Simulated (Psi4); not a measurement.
C2H5BO (SMILES C=CBO), singlet, geometry from GFN2-xTB.

Here is a job for Psi4.
```
memory 2 GB

molecule mol {
0 1
  B    -0.148317    0.120806    0.780982
  H    -0.809846   -0.579447    1.449804
  C     0.097369   -0.178333   -0.737641
  C    -0.405947   -1.221715   -1.388603
  H     0.720811    0.508118   -1.307731
  H    -0.222576   -1.407411   -2.436706
  H    -1.031738   -1.941369   -0.885910
  O     0.376988    1.181654    1.396510
  H     0.920492    1.763134    0.861012
}

set basis def2-svp
set reference rhf
set freeze_core true

energy('ccsd')
print_variables()
```

Q: Estimate the MP2 correlation energy that CCSD/def2-SVP run with Psi4 returns for this input.

A: -0.5328 Eh

Q: Give the coupled-cluster correlation energy (without the perturbative part) at the level CCSD/def2-SVP.

A: -0.5722 Eh

Q: Predict the nuclear repulsion energy from CCSD/def2-SVP.

A: 99.0845 Eh

Q: What total energy does CCSD/def2-SVP give?

A: -4861.6820 eV

Q: Estimate the number of basis functions that CCSD/def2-SVP returns for this input.

A: 81

Q: Roughly what does it cost on one core?

A: very roughly 23 core-seconds.
